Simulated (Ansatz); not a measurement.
Stepwise reaction of `[CH3][Ge]([CH3])([F])[Cl]` with water, as a gas-phase model of exchange steps in deposition or etching. ΔE in kJ/mol.

Program: Ansatz. Geometries: PBE0-D4/def2-TZVP. ΔE: electronic, gas phase. CCSD(T)/CBS is the MP2 limit (def2-TZVPP, def2-QZVPP) plus CCSD(T) − MP2 in def2-TZVPP, frozen cores. This one scheme is used for every species. DFT in def2-TZVPP. B3LYP here is the variant with VWN-RPA as its local correlation; programs differ in this. For Ge outer-core shells are correlated without core-valence functions, which leaves a few kJ/mol of doubt a bond. Scalar relativity is left out up to krypton. One conformer a species, not always the lowest.

```json
{"step": "2", "reaction": "`[CH3][Ge]([OH])([F])[Cl]` + H₂O → `[OH][Ge]([OH])([F])[Cl]` + CH₄", "PBE-D4": "-27.8", "B3LYP-D4": "-33.5", "ωB97M-V": "-32.4", "CCSD(T)/CBS": "-27.2"}
```

Give the row of step 1, `[CH3][Ge]([CH3])([F])[Cl]` + H₂O → `[CH3][Ge]([OH])([F])[Cl]` + CH₄. (Best estimate.)

The calculation gave: 
```
step                                                              reaction  PBE-D4  B3LYP-D4  ωB97M-V  CCSD(T)/CBS
   1  `[CH3][Ge]([CH3])([F])[Cl]` + H₂O → `[CH3][Ge]([OH])([F])[Cl]` + CH₄   -49.6     -55.4    -52.8        -47.4
```

By hand: ΔE of the 2 steps together at CCSD(T)/CBS.

(-47.4) + (-27.2) = -74.6 kJ/mol, or -37.3 kJ/mol a step.

In ΔE each step is higher than the one before. All are downhill at CCSD(T)/CBS. PBE-D4 differs from CCSD(T)/CBS by -2.2 to -0.6 kJ/mol a step. Isolated molecules leave out the surface, adducts and barriers. Largest T1 diagnostic: 0.011.
